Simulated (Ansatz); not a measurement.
A CCSD(T) single point on C2H6FSi, SMILES `[CH2][SiH](C)F` radical.

```yaml
crystal:
  periodic: [false, false, false]
  atoms:
    - {symbol: C, position_ang: [-1.099575, 1.283330, -0.238520]}
    - {symbol: Si, position_ang: [-0.130732, -0.223676, -0.630291]}
    - {symbol: C, position_ang: [0.977251, -0.727084, 0.770802]}
    - {symbol: F, position_ang: [-1.162211, -1.414596, -0.944404]}
    - {symbol: H, position_ang: [-0.725587, 2.069673, 0.410481]}
    - {symbol: H, position_ang: [-2.075990, 1.479774, -0.671080]}
    - {symbol: H, position_ang: [0.663064, -0.034325, -1.876036]}
    - {symbol: H, position_ang: [0.402556, -0.917423, 1.680008]}
    - {symbol: H, position_ang: [1.700217, 0.065475, 0.983767]}
    - {symbol: H, position_ang: [1.534106, -1.632250, 0.518171]}
basis:
  gaussian: {orbitals: def2-TZVPP}
magnetization: {spin_polarized: true, initial_magnetization: 1}
correlation: {method: ccsd_t}
scf: {omitted_lower_state_checks: [cluster_reference]}
output: {orbitals: {seedname: orbitals}}
```

```sh
$ ansatz run in.yaml --threads 4 --pin off --events-out ev --progress --plain
```

Log, shortened:

```
Functional definition: HF
1275 factors; integrals over basis functions are off by at most 9.8e-4 eV
mean field evaluation 1: about -12724.3533 eV, gradient 2.6e1 eV
mean field evaluation 2: about -12724.3570 eV, gradient 2.6e1 eV
mean field evaluation 4: about -12727.6598 eV, gradient 3.0e0 eV
mean field evaluation 8: about -12727.7335 eV, gradient 1.7e-1 eV
mean field -12727.73413867 eV, -467.7356024281 hartree, gradient 3.0e-6 eV, S^2 0.760574; 0 other end points of the search recorded, 0 dependent functions left out
8 core orbitals not correlated: weight in the atoms' cores, before any rotation towards them, 1.000 or more for the frozen orbitals, at most 0.000 for the correlated occupied ones
reference -12727.73413867 eV, -467.7356024281 hartree; 13, 12 occupied and 198, 199 virtual orbitals, 1275 factors
second order -18.80776199 eV of doubles, -0.00000000 eV of singles
cycle   1  -19.46108135 eV  change   -6.5e-1 eV  update   8.6e-2
cycle   2  -19.87935445 eV  change   -4.2e-1 eV  update   2.6e-2
cycle   3  -19.98161539 eV  change   -1.0e-1 eV  update   1.4e-2
cycle   4  -19.97801443 eV  change    3.6e-3 eV  update   3.8e-3
cycle   5  -19.97692275 eV  change    1.1e-3 eV  update   1.8e-3
cycle   6  -19.97753550 eV  change   -6.1e-4 eV  update   7.7e-4
cycle   7  -19.97750054 eV  change    3.5e-5 eV  update   3.2e-4
cycle   8  -19.97752438 eV  change   -2.4e-5 eV  update   1.4e-4
cycle   9  -19.97756269 eV  change   -3.8e-5 eV  update   5.3e-5
cycle  10  -19.97753186 eV  change    3.1e-5 eV  update   2.3e-5
perturbative correction -0.64685804 eV, -0.0237715947 hartree
Total energy: -12748.35852857 eV, -468.4935347772 hartree
Checks for a lower state left out: cluster_reference
```

It took 4.1 min on 4 threads of a server CPU on a shared host, with 9 GiB of host memory at the peak.

MP2 recovers 91.2 % of the CCSD(T) correlation energy and the triples give 3.1 %; T1 = 0.0111.
